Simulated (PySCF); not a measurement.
Excitations are Tamm–Dancoff values on a coarser integration grid. The basis has no diffuse functions, so Rydberg states are missing or too high.

Species: C4H7NSi, SMILES `C/C(C#N)=C/[SiH3]` (charge 0, multiplicity 1).

Task: Give the brightest of the four lowest singlets (TDA), dipole moment, LUMO, S1–T1 gap (TDA), HOMO, T1 excitation (TDA), S1 excitation (TDA) and HOMO–LUMO gap at the level M06-2X/def2-TZVP // B3LYP-D3(BJ)/def2-TZVP (PySCF).

Result: 
brightest of the four lowest singlets (TDA): 6.45 eV
dipole moment: 3.86 D
LUMO: -0.80 eV
S1–T1 gap (TDA): 2.21 eV
HOMO: -9.21 eV
T1 excitation (TDA): 3.97 eV
S1 excitation (TDA): 6.18 eV
HOMO–LUMO gap: 8.41 eV
